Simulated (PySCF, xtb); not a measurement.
B(F)2(OAc) (C2H3BF2O2), SMILES B(F)(OC(=O)C)F. The values are those of a single conformer.

Harmonic wavenumbers (cm⁻¹) from GFN2-xTB (xtb) at its own minimum, in rising order: 29, 77, 115, 117, 319, 366, 450, 531, 576, 632, 772, 960, 1002, 1005, 1141, 1323, 1338, 1362, 1427, 1431, 1831, 3030, 3042, 3072.

What does PBE-D3(BJ)/def2-SVP (PySCF) give at its own minimum? (The exact figures need the calculation; the answer reports its results.)

44, 88, 115, 144, 333, 397, 486, 559, 626, 660, 778, 933, 988, 1009, 1193, 1325, 1384, 1390, 1393, 1443, 1836, 2993, 3076, 3131. Paired by order, the mean absolute difference is 25 cm⁻¹ and the zero-point energies are 37.1 and 37.6 kcal/mol.
